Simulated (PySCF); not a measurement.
trans-dichloroethylene (C₂H₂Cl₂), SMILES Cl/C=C/Cl. The structure is a stationary point at TPSSh-D3(BJ)/def2-SVP.

Computed equilibrium geometry at TPSSh-D3(BJ)/def2-SVP (PySCF confirms it by a frequency run) as Cartesian coordinates in Å, and its point group:
point group C2h.
```xyz
6

Cl    -0.0505     2.1576     0.0000
C      0.4457     0.4977     0.0000
C     -0.4457    -0.4977     0.0000
Cl     0.0505    -2.1576     0.0000
H      1.5256     0.3421     0.0000
H     -1.5256    -0.3421     0.0000
```
